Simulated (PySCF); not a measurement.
**Deuteron quadrupole couplings in `ONc1ccccc1`**

Compound: C6H7NO.
SMILES with atom numbers: `[OH:1][NH:2][c:3]1[cH:4][cH:5][cH:6][cH:7][cH:8]1` (hydrogens: H9 on O1; H10 on N2; H11 on C4; H12 on C5; H13 on C6; H14 on C7; H15 on C8)

Cartesian coordinates in Å at the PBE0-D3(BJ)/def2-SVP level; atoms count from 1:
```
atom  x, y, z in Å
O1    -2.7371   -0.9713   -0.2371
N2    -2.0568    0.2389   -0.2325
C3    -0.6688    0.1309   -0.1121
C4     0.1320    1.2079   -0.5228
C5     1.5096    1.1630   -0.3424
C6     2.1137    0.0489    0.2418
C7     1.3165   -1.0228    0.6396
C8    -0.0653   -0.9910    0.4683
H9    -3.2721   -0.9431    0.5651
H10   -2.3390    0.7671   -1.0550
H11   -0.3339    2.0857   -0.9796
H12    2.1192    2.0099   -0.6673
H13    3.1963    0.0161    0.3803
H14    1.7757   -1.9067    1.0899
H15   -0.6900   -1.8336    0.7639
```

Level: PBE0/pcSseg-1 (PySCF, non-relativistic); Q(2H) = 0.00286 b; rigid geometry, the same for H and D, with no vibrational averaging.

Question: Rank these positions by the coupling χzz of a deuteron there, largest first.
A. H9 (hydroxyl hydrogen)
B. H10 (N–H hydrogen)
C. H14 (aromatic hydrogen)

Answer: A (306 kHz), B (253 kHz), C (204 kHz).

Question: What are Vzz, η and χzz (234.96 MHz × Q × Vzz) at all hydrogens?

Answer: 
```json
{"atom": "H9", "bonded to": "O1", "bond length (Å)": "0.965", "Vzz (au)": "0.4549", "η": "0.17", "χzz (kHz)": "306"}
{"atom": "H10", "bonded to": "N2", "bond length (Å)": "1.017", "Vzz (au)": "0.3760", "η": "0.22", "χzz (kHz)": "253"}
{"atom": "H11", "bonded to": "C4", "bond length (Å)": "1.094", "Vzz (au)": "0.3040", "η": "0.10", "χzz (kHz)": "204"}
{"atom": "H12", "bonded to": "C5", "bond length (Å)": "1.093", "Vzz (au)": "0.3040", "η": "0.06", "χzz (kHz)": "204"}
{"atom": "H13", "bonded to": "C6", "bond length (Å)": "1.092", "Vzz (au)": "0.3075", "η": "0.08", "χzz (kHz)": "207"}
{"atom": "H14", "bonded to": "C7", "bond length (Å)": "1.093", "Vzz (au)": "0.3038", "η": "0.06", "χzz (kHz)": "204"}
{"atom": "H15", "bonded to": "C8", "bond length (Å)": "1.090", "Vzz (au)": "0.3091", "η": "0.07", "χzz (kHz)": "208"}
```

Question: Average by the element that carries the hydrogen.

Answer: on O: 306 kHz over 1 position, mean bond length 0.965 Å; on N: 253 kHz over 1 position, mean bond length 1.017 Å; on C: 205 kHz over 5 positions, mean bond length 1.092 Å.

Geometry: PBE0-D3(BJ)/def2-SVP, one conformer, isolated molecule. With so small a basis the couplings can be 20 % off.
